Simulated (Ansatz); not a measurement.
The first iterations of a band of a periodic cell of 17 atoms, Si$_{16}$Ge (host Si, host structure diamond, interstitial Ge).

Theory: DFT PBEsol, scalar-relativistic, plane waves, PAW (Ansatz). Settings: PAW set soft_1, cutoff 420 eV, k mesh 2x2x2, fermi-dirac smearing 0.05 eV, no spin polarisation.

```yaml
movable_images: 7
climbing_image: yes
spring: 2.0 to 10.0 eV/Å², energy-weighted
optimiser: quadratic models (default)
start_path: IDPP
force_threshold: 0.05 eV/Å
iteration_limit: 35
end_points: relaxed
```

First end point:

```xyz
17
Lattice="0.0000 5.4300 5.4300 5.4300 0.0000 5.4300 5.4300 5.4300 0.0000" Properties=species:S:1:pos:R:3
Si 0.009 -0.010 -0.005
Si 1.313 1.354 1.360
Si 2.678 2.751 -0.037
Si 4.075 4.116 1.360
Si 2.676 -0.044 2.758
Si 4.074 1.355 4.122
Si 5.473 2.752 2.757
Si 6.791 4.068 4.075
Si 0.009 2.719 2.724
Si 1.358 4.071 4.073
Si 2.710 5.420 2.723
Si 4.075 6.784 4.027
Si 2.709 2.721 5.423
Si 4.074 4.022 6.789
Si 5.473 5.386 5.391
Si 6.837 6.785 6.789
Ge 4.076 6.782 6.791
```

Last end point:

```xyz
17
Lattice="0.0000 5.4300 5.4300 5.4300 0.0000 5.4300 5.4300 5.4300 0.0000" Properties=species:S:1:pos:R:3
Si -0.005 0.002 0.012
Si 1.315 1.319 1.326
Si 2.712 2.715 -0.040
Si 4.108 4.112 1.327
Si 2.714 -0.047 2.721
Si 4.111 1.317 4.120
Si 5.475 2.714 2.721
Si 6.779 4.079 4.084
Si -0.051 2.718 2.722
Si 1.312 4.117 4.121
Si 2.710 5.479 2.722
Si 4.077 6.782 4.085
Si 2.712 2.717 5.484
Si 4.079 4.082 6.784
Si 5.429 5.431 5.433
Si 6.777 6.780 6.785
Ge 2.710 8.147 8.157
```

| iteration | highest image above the first end (eV) | largest band force component (eV/Å) |
| --- | --- | --- |
| 1 | 1.231 | 2.722 |
| 2 | 0.588 | 0.926 |

Q: Does the band converge within its limit, and where does its top end?

A: The run converged. It ended after 7 iterations with the highest image 0.324 eV above the first end. By the program's own check the climbing image is a first-order saddle point (lowest curvatures found: -0.11 and 0.35 eV/Å²). Limits of this set-up: coarse k mesh, PAW files made for another functional.

The run took 11 min on 1 thread of Arm Neoverse V1, with other jobs on the host, peak memory 1 GiB.
